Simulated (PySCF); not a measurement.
Compound: C3H7FO3Se.
Z-matrix (Å and degrees, PBE0-D3(BJ)/def2-SVP geometry), rows numbered from 1:
```
C 
O   1  1.4140
C   2  1.3624  1  115.01
Se  3  1.9921  2  111.36  1    76.62
O   4  1.6105  3  109.41  2   142.64
O   4  1.6107  3  108.94  2   -81.71
C   4  1.9662  3  101.79  2    32.26
F   7  1.3476  4  111.59  3   -75.93
H   1  1.0965  2  106.83  3   178.40
H   1  1.1020  2  111.47  3   -62.10
H   1  1.1042  2  110.67  3    59.40
H   3  1.0991  2  110.65  1  -167.91
H   3  1.1061  2  114.90  1   -41.04
H   7  1.1010  4  107.01  3    46.41
H   7  1.1019  4  103.73  3   163.81
```

All values: CAM-B3LYP/def2-SVPD (PySCF, non-relativistic), on one gas-phase PBE0-D3(BJ)/def2-SVP geometry that isn't relaxed in the solvent. The solvent is an IEF-PCM continuum (van der Waals radii × 1.2). Only the electrostatic response of the medium enters. Spin–orbit coupling is left out although an atom past zinc is present.

Gas phase at CAM-B3LYP/def2-SVPD: HOMO -9.24 eV, LUMO 0.42 eV, dipole 4.29 D.

Problem. What does the continuum do to the energy, the frontier levels and the dipole at CAM-B3LYP/def2-SVPD in chloroform and dichloromethane?

Solution. 
```csv
solvent,ε,E(solvent) − E(gas) (kcal/mol),polarisation term (kcal/mol),distortion of the solute (kcal/mol),HOMO (eV),LUMO (eV),dipole (D)
chloroform,4.711,-10.61,-12.01,1.40,-9.14,0.47,5.25
dichloromethane,8.93,-12.66,-14.68,2.02,-9.13,0.45,5.45
```

The polarisation term is half the interaction of the solute with the surface charges that it induces; the rest is the cost of distorting the solute's density. The sum is the electrostatic part of solvation alone. The atom shares or the degeneracy of the LUMO differ from the gas phase in chloroform and dichloromethane, so that column needn't follow one orbital. From chloroform to dichloromethane the lowering changes by a factor 1.19, Onsager's factor (ε − 1)/(2ε + 1) by 1.18 and ε itself by 1.9.

Problem. Which radius a makes the point-dipole formula ΔE = −[(ε − 1)/(2ε + 1)]·μ²/a³ give the value in dichloromethane, with the gas-phase dipole?

Solution. μ = 1.687 au and |ΔE| = 0.02017 Eh give a = 2.06 Å; the farthest nucleus lies 2.94 Å from the centroid of the nuclei, so such a sphere wouldn't even hold the nuclei. The formula assumes a rigid point dipole at the centre of a sphere.

Problem. How does the static polarisability (CAM-B3LYP/def2-SVPD, frozen core, with the continuum's full static response) change?

Solution. 
| medium | isotropic (au) | principal values (au) | ⟨r²⟩ of the electrons (bohr²) |
| --- | --- | --- | --- |
| gas | 78.4 | 71.5, 76.3, 87.3 | 1198.6 |
| chloroform | 96.3 | 89.7, 93.4, 105.9 | 1198.7 |
| dichloromethane | 100.6 | 94.4, 97.4, 109.9 | 1198.8 |

The isotropic value in dichloromethane is 1.28 times the gas-phase one; no cavity-field correction is applied. ⟨r²⟩ is taken about the centre of nuclear charge.

The run took about 80 s of CPU time (one thread, shared machine). This is the whole response run at CAM-B3LYP/def2-SVPD in dichloromethane, SCF included.
